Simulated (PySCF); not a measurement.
**What binds PbI: the parts of the energy along the bond**

State: ²Π, doublet, unpaired electrons π ↑. ROHF-based CCSD(T) in PySCF 2.14 with Pb cc-pwCVDZ-PP with ECP60, I aug-cc-pVDZ-PP with ECP28 and Pb cc-pwCVTZ-PP with ECP60, I aug-cc-pVTZ-PP with ECP28 (frozen core orbitals: 13; scalar-relativistic core potentials). Correlation energies are extrapolated as n⁻³ (n = 2, 3), Hartree–Fock as (n+1)·exp(−9√n). All energies in eV from Pb + I.

```csv
R (Å),HF/CBS,CCSD corr.,(T),total
2.4802,-1.152,-0.939,-0.1529,-2.244
2.5929,-1.610,-0.885,-0.1525,-2.648
2.7057,-1.848,-0.837,-0.1523,-2.837
2.8184,-1.933,-0.794,-0.1522,-2.880
2.9311,-1.915,-0.756,-0.1522,-2.823
3.0720,-1.798,-0.714,-0.1526,-2.664
3.2130,-1.616,-0.679,-0.1534,-2.448
```

A fit to the total gives Re = 2.8030 Å, De = 2.881 eV, ωe = 167.6 cm⁻¹, Be = 0.02722 cm⁻¹ (masses 207.9766 and 126.9045 u).

Task: At R = 2.8184 Å the CCSD correlation energy is -0.445857 hartree in the smaller basis and -0.612791 in the larger. Extrapolate it.

Result: (3³·E3 − 2³·E2)/(3³ − 2³) = -0.68308 hartree; the larger basis holds 89.7 % of it.

The T1 diagnostic is 0.017. The state was picked by a PBE0 search and need not be the measured ground state. Spin–orbit coupling, excitations beyond (T) and corrections to the Born–Oppenheimer picture are left out, and spin–orbit coupling matters for open p, d or f shells this heavy.
